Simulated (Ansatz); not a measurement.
Basis-set extrapolation for `C=C=C(Cl)O[SiH3]` (PBE0-D4/def2-TZVP geometry, frozen core, Ansatz 0.2.0). Multiplicity 1, RHF reference.

```tsv
	def2-TZVPP	def2-QZVPP
HF	-939.863767	-939.894240
MP2 correlation	-1.011634	-1.089229
CCSD(T) correlation	-1.109228	not run
```

Energies in hartree. Use E(X) = E(∞) + A·exp(−7.88·√X) for Hartree–Fock and E(X) = E(∞) + B·X^(−2.97) for correlation, with X = 3 and 4, and add CCSD(T) minus MP2 of the smaller set to the MP2 limit.

**Question.** What is the CCSD(T) energy at the basis-set limit?

**Answer.** HF limit: -939.894240 + (-0.030473) × 0.13774 = -939.89844. MP2 limit: -1.089229 + (-0.077595) × 0.74074 = -1.14671. Higher-order term: -1.109228 − (-1.011634) = -0.09759. Total: -941.14274 hartree, 106.5 kcal/mol below CCSD(T)/def2-TZVPP.
